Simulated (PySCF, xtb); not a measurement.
H7OSi2, SMILES [SiH3][OH+][SiH3], charge +1.

GFN2-xTB run with xtb at its own geometry gives an orbital gap of 5.17 eV.

Coordinates come from a PBE0-D3(BJ)/def2-SVP optimisation. A frequency run showed that this geometry is not a minimum. The isomer is the one that the SMILES or the coordinates give; other isomers of the formula were not compared.

**Question.** What does ωB97X/def2-TZVPD (PySCF) give? (The exact figures need the calculation; the answer reports its results.)

**Answer.** gap 12.99 eV (levels -17.13 and -4.14 eV).
